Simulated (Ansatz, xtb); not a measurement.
# Two isomers of CH6AlFGe

Structure a is `[CH3][Al]([F])[GeH3]`, a singlet and structure b is `[CH3][GeH2][AlH][F]`, a singlet. Both are isolated molecules in the gas phase, relaxed with PBE0-D3(BJ)/def2-SVP, each in the lowest conformer that the search found.

Task: Estimate which is lower in electronic energy at CCSD(T)/def2-SVP + ΔMP2/def2-TZVPP, and by roughly how much.

Result: The CCSD(T)/def2-SVP + ΔMP2/def2-TZVPP calculation puts structure a lower, by 5.1 kcal/mol.

The same difference at several levels:

```
                             level              geometry  E(b) − E(a) (kcal/mol)  departure from the last row (kcal/mol)  job, with rough time for the two
                          GFN2-xTB              GFN2-xTB                      −5.3                                   −10.4              optimisation, 0.14 s
                         HF/STO-3G              GFN2-xTB                      +8.5                                    +3.4              single point, 0.34 s
                r2SCAN-D4/def2-SVP              GFN2-xTB                      +7.3                                    +2.2               single point, 3.5 s
              PBE0-D3(BJ)/def2-SVP  PBE0-D3(BJ)/def2-SVP                      +6.7                                    +1.6                optimisation, 90 s
                       HF/def2-SVP  PBE0-D3(BJ)/def2-SVP                      +5.5                                    +0.4           part of the CCSD(T) run
                      MP2/def2-SVP  PBE0-D3(BJ)/def2-SVP                      +5.9                                    +0.8           part of the CCSD(T) run
                  CCSD(T)/def2-SVP  PBE0-D3(BJ)/def2-SVP                      +6.1                                    +1.0                      single point
CCSD(T)/def2-SVP + ΔMP2/def2-TZVPP  PBE0-D3(BJ)/def2-SVP                      +5.1                                                        single point, 25 s
```

As drawn, b has 1 C–Ge, 1 Al–H in place of 1 C–Al, 1 Ge–H.

GFN2-xTB puts the two in the other order. The largest departure from CCSD(T)/def2-SVP + ΔMP2/def2-TZVPP is that of GFN2-xTB, 10.4 kcal/mol. The last row adds to CCSD(T) the change of the MP2 difference between the two basis sets, here −1.0 kcal/mol.

With harmonic frequencies from PBE0-D3(BJ)/def2-SVP (ideal gas, rigid rotor, one conformer each, 298.15 K, 1 atm): on the last row, ΔE + ΔZPE = +5.7 kcal/mol. A mode under 50 cm⁻¹ makes harmonic enthalpies and free energies unreliable, so none is given.

The correlated steps freeze 16 core orbitals; the filled d shell of Ge is correlated, in a basis made for valence electrons. Programs: Ansatz 0.2.0, xtb 6.7.1; the last row on 2 threads of Arm Neoverse V2 on a shared host.
